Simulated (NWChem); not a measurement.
Species: SiH$_{3}$I; SMILES I[SiH3]

Computed with NWChem. def2 effective core potentials on I; no spin-orbit coupling. Each level has its own optimisation; frequencies are unscaled.

For level Hartree-Fock/3-21G (all-electron, non-relativistic):

| Property | Result |
|---|---|
| r I–Si (Å) | 2.600 |
| highest harmonic frequency (cm⁻¹) | 2351 |
| lowest (cm⁻¹) | 306 |
| zero-point energy (kcal/mol) | 16.5 |

Q: What are these values for level BLYP/def2-SVP (core potentials)?

A: 
| Quantity | Value |
|---|---|
| r I–Si (Å) | 2.494 |
| highest harmonic frequency (cm⁻¹) | 2193 |
| lowest (cm⁻¹) | 335 |
| zero-point energy (kcal/mol) | 15.4 |
